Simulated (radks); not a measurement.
Effect of the nuclear size on the chromium ion Cr+, [Ar] 3d5. Calculated with a radial shooting solver on a logarithmic mesh with Libxc functionals: Dirac Kohn-Sham, LDA (Slater exchange, Perdew-Wang correlation), spin-unpolarised, spherical densities, finite nucleus; open shells fill j = l - 1/2 first; Fermi nuclear charge, rms radius 3.6452 fm. The rms radius is varied about that value; shifts are against it.

rms radius (fm)  total energy shift (eV)  density at nucleus (e/bohr^3)  1s1/2 shift (meV)  2s1/2 shift (meV)  3s1/2 shift (meV)
3.1349                           -0.0191                      1.143e+04              -8.11             -0.711             -0.103
3.401                           -0.00949                      1.139e+04              -4.03             -0.353             -0.051
3.6452                                 0                      1.136e+04              0.000              0.000              0.000
3.9368                            0.0122                      1.133e+04               5.16              0.452              0.065
4.1264                            0.0205                      1.131e+04               8.73              0.765              0.110

Slopes of the eigenvalues against <r^2> in GHz/fm^2, as finite differences over the two radii next to the reference (eigenvalue slopes, not the field-shift constants of lines): 1s1/2 565, 2s1/2 49.5, 3s1/2 7.15.
